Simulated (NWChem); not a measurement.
# C2BrCl2F; SMILES FC(Br)=C(Cl)Cl

```xyz
6

F     -1.9675     0.0450     0.0000
C     -0.6547     0.1147     0.0000
Br     0.0179     1.8487     0.0000
C      0.0987    -0.9983     0.0000
Cl    -0.6540    -2.5398     0.0000
Cl     1.8079    -0.9681     0.0000
```
Atoms are numbered in this order, from 1.

Level: PBE0/def2-SVP (NWChem), optimised geometry, unscaled harmonic frequencies. This build's default masses of Se (78.918 u) and Br (79.917 u) are each other's, which moves their modes by up to 0.6 %.

List the harmonic frequencies with IR intensities, and the thermochemistry.


```tsv
frequency (cm⁻¹)	IR intensity (km/mol)
110	0.1
148	0.8
242	0.5
317	0.1
337	0.1
354	1.2
510	0.3
551	0.6
822	124.7
1008	107.4
1238	133.1
1727	24.6
```

| Quantity | Value |
|---|---|
| zero-point energy | 10.5 kcal/mol |
| thermal correction to the enthalpy at 298.15 K (with zero-point energy) | 15.1 kcal/mol |
| heat capacity Cv | 19.9 cal/(mol K) |
| entropy at 298.15 K and 1 atm (symmetry number 1) | 84.3 cal/(mol K) |
| dipole moment | 0.61 D |

Rigid rotor and harmonic oscillator.
